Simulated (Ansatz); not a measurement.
The cluster Hf2P2, 4 atoms. Hardware: 4 threads of Arm Neoverse N1 on a shared host.

In the def2 sets Hf takes a core potential; there is no spin–orbit coupling. Correlated methods freeze 10 core orbitals; core or outer-core shells of Hf are correlated, in sets that lack core-valence functions.

Problem. How many basis functions does each of these Ansatz runs have, and roughly what does it cost? PBE0-D4/def2-TZVP, charge 0 unrestricted singlet, energy, from earlier orbitals; PBE-QIDH/def2-TZVP, charge 0 singlet, energy and forces, from earlier orbitals; r2SCANh-D4/def2-TZVP, charge 0 quintet, energy, from earlier orbitals; r2SCAN-D4/def2-TZVP, charge 1 doublet at the geometry of the charge 0 singlet, energy, from earlier orbitals; PBE-D4/def2-SVP, charge 0 triplet, relaxation, 4 steps; PBE0-D4/def2-TZVP, charge 0 singlet, energy, from earlier orbitals; PBE0-D4/def2-SVP, charge 0 singlet, energy with a search over starts; r2SCAN0-D4/def2-TZVP, charge 0 singlet, energy, from earlier orbitals; LC-ωPBE/def2-TZVP, charge 0 triplet, energy, from earlier orbitals; PBE-D4/def2-SVP, charge 0 quintet, relaxation, 6 steps; RPA@PBE/def2-TZVP, charge 0 singlet, energy, from earlier orbitals; B97M-V/def2-TZVP, charge 0 triplet, energy, from earlier orbitals.

Solution. Other jobs shared the machine, so times can vary by a factor of up to 3. A dash marks memory too small to be measured apart from the calling script's.

```tsv
run	functions	fitting or Cholesky vectors	wall time	peak host memory (GiB)
PBE0-D4/def2-TZVP, charge 0 singlet, energy, from earlier orbitals	154	1350	4.3 s	–
PBE0-D4/def2-SVP, charge 0 singlet, energy with a search over starts	100	1118	6 s	–
r2SCAN0-D4/def2-TZVP, charge 0 singlet, energy, from earlier orbitals	154	1350	9 s	–
RPA@PBE/def2-TZVP, charge 0 singlet, energy, from earlier orbitals	154	1156	12 s	–
r2SCAN-D4/def2-TZVP, charge 1 doublet at the geometry of the charge 0 singlet, energy, from earlier orbitals	154	1230	17 s	–
r2SCANh-D4/def2-TZVP, charge 0 quintet, energy, from earlier orbitals	154	1230	18 s	0.63
PBE-QIDH/def2-TZVP, charge 0 singlet, energy and forces, from earlier orbitals	154	1156	18 s	–
LC-ωPBE/def2-TZVP, charge 0 triplet, energy, from earlier orbitals	154	1230	21 s	0.55
PBE-D4/def2-SVP, charge 0 triplet, relaxation, 4 steps	100	1042	22 s	–
B97M-V/def2-TZVP, charge 0 triplet, energy, from earlier orbitals	154	1230	23 s	0.58
PBE-D4/def2-SVP, charge 0 quintet, relaxation, 6 steps	100	1042	31 s	–
PBE0-D4/def2-TZVP, charge 0 unrestricted singlet, energy, from earlier orbitals	154	1350	51 s	0.78
```
